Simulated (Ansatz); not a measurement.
Isolated molecules relaxed with PBE0-D4/def2-TZVP in Ansatz; ΔE leaves out vibrations. CCSD(T)/CBS adds triple-zeta CCSD(T) − MP2 to the extrapolated MP2 energy (def2 sets, frozen cores). This one scheme is used for every species. DFT in def2-TZVPP. Triplets are unrestricted, without spin–orbit coupling. Elements past krypton have def2 core potentials. For In outer-core shells are correlated without core-valence functions, which leaves a few kJ/mol of doubt a bond. One conformer a species, not always the lowest.

Reaction (formal loss of a carbene): `C[NH][In]([Cl])[Cl]` → `[CH2]` (triplet) + `[NH2][In]([Cl])[Cl]`

`C[NH][In]([Cl])[Cl]`:

Cartesian coordinates in Å:
```
C 0.074 -0.228 -1.392
N 0.567 -0.406 -0.042
In -0.237 0.411 1.580
Cl -1.729 2.159 1.343
Cl 0.404 -0.192 3.713
H 0.905 -0.153 -2.101
H -0.494 0.703 -1.465
H -0.584 -1.039 -1.726
H 1.094 -1.256 0.089
```

`[CH2]` (triplet):

Z-matrix (Å, degrees):
```
C
H 1 1.079
H 1 1.079 2 134.9
```

`[NH2][In]([Cl])[Cl]`:

```xyz
6

N     0.410   -1.187   -0.070
In   -0.366    0.650    0.084
Cl   -1.534    1.611   -1.660
Cl   -0.333    1.806    2.082
H     1.164   -1.399    0.568
H     0.659   -1.480   -1.004
```

CCSD(T)/CBS gives +393.2 kJ/mol.

Question: Another level gave +394.2 kJ/mol. Which?
A. ωB97M-V/def2-TZVPP
B. r2SCANh/def2-TZVPP
C. ωB97X-V/def2-TZVPP
D. PBE-QIDH/def2-TZVPP

Answer: A. ωB97M-V 394.2, r2SCANh 365.2, PBE-QIDH 388.2, ωB97X-V 404.8 kJ/mol.

Largest T1 diagnostic among the species: 0.013.

From r2SCAN to r2SCAN0 (25 % exact exchange), in def2-TZVPP and without D4, ΔE moves by −4.5 kJ/mol. At CCSD(T), def2-SVP lies −7.5 kJ/mol from the extrapolated value and def2-TZVPP −10.9 kJ/mol. In def2-TZVPP, CCSD(T) changes the Hartree–Fock value by +134.2 kJ/mol (the triples alone add +11.0 kJ/mol) and MP2 by +145.2 kJ/mol.
